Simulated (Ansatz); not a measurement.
Two members of one family (Series ReO3X), computed with Ansatz in the gas phase; def2 core potentials for Re, no spin–orbit coupling. The two geometries come from different levels. Binding counts from free atoms in the multiplicity of their measured ground term, without zero-point energy. Names give formal oxidation states. A dash marks a value that wasn't run or was left out as unsound. The structures are stationary points that may keep the symmetry of their start. Remarks come from the PBE and PBE0 runs and from stability tests at other levels; not every state was tested. HOMO above LUMO (over both spins in singlets and doublets, within one spin in higher multiplets; at PBE or PBE0), or a gap under 0.15 eV within one spin, warns that the state may not be the lowest or that an electron is smeared out.

First: ReO3Br (singlet, charge 0, PBE0-D4/def2-SVP geometry).

Cartesian coordinates in Å:
```
Re -0.035 0.112 0.064
O -0.670 1.220 -1.047
O -1.206 -0.232 1.235
O 1.317 0.795 0.815
Br 0.595 -1.896 -1.067
```

| level | HOMO (eV) | LUMO (eV) | gap (eV) | vertical IE (eV) | vertical triplet (eV) | binding per atom (eV) |
| --- | --- | --- | --- | --- | --- | --- |
| PBE-D4/def2-SVP | -8.39 | -3.98 | 4.40 | – | – | 4.91 |
| r2SCAN-D4/def2-TZVP | -8.81 | -4.08 | 4.73 | 11.71 | 4.20 | 4.61 |
| PBE0-D4/def2-TZVP | -9.80 | -3.40 | 6.40 | 11.89 | 4.05 | 4.36 |
| CAM-B3LYP-D4/def2-TZVP | -11.12 | -2.37 | 8.74 | – | – | 4.31 |
| ωB97X-V/def2-TZVP | -12.09 | -1.29 | 10.79 | – | – | 4.39 |

Metal–donor distances: 3 × O 1.69 Å, 1 × Br 2.39 Å. Remarks: gap within one spin near zero at PBE or PBE0 (+1 doublet), gap within one spin near zero at PBE or PBE0 (triplet).

Second: ReO3(OH) (singlet, charge 0, PBE-D4/def2-SVP geometry).

Cartesian coordinates in Å:
```
Re 0.2718 0.3426 0.0503
O 1.1075 1.1599 -1.2091
O -0.7313 1.4584 0.8890
O 1.4088 -0.2872 1.1759
O -0.7516 -1.0390 -0.7242
H -1.3052 -1.6346 -0.1820
```

Q: Estimate the same table for the second.

A: 
```json
{"level": "PBE-D4/def2-SVP", "HOMO (eV)": "-7.99", "LUMO (eV)": "-3.73", "gap (eV)": "4.26", "vertical IE (eV)": "–", "vertical triplet (eV)": "–", "binding per atom (eV)": "5.04"}
{"level": "r2SCAN-D4/def2-TZVP", "HOMO (eV)": "-8.46", "LUMO (eV)": "-3.85", "gap (eV)": "4.61", "vertical IE (eV)": "11.65", "vertical triplet (eV)": "4.04", "binding per atom (eV)": "4.75"}
{"level": "PBE0-D4/def2-TZVP", "HOMO (eV)": "-9.70", "LUMO (eV)": "-3.18", "gap (eV)": "6.52", "vertical IE (eV)": "11.80", "vertical triplet (eV)": "3.86", "binding per atom (eV)": "4.51"}
{"level": "CAM-B3LYP-D4/def2-TZVP", "HOMO (eV)": "-11.15", "LUMO (eV)": "-2.14", "gap (eV)": "9.01", "vertical IE (eV)": "–", "vertical triplet (eV)": "–", "binding per atom (eV)": "4.53"}
{"level": "ωB97X-V/def2-TZVP", "HOMO (eV)": "-12.09", "LUMO (eV)": "-1.02", "gap (eV)": "11.07", "vertical IE (eV)": "–", "vertical triplet (eV)": "–", "binding per atom (eV)": "4.57"}
```

Metal–donor distances: 4 × O 1.72 to 1.89 Å. Remarks: spin-contaminated (⟨S²⟩ up to 0.83) (+1 doublet).
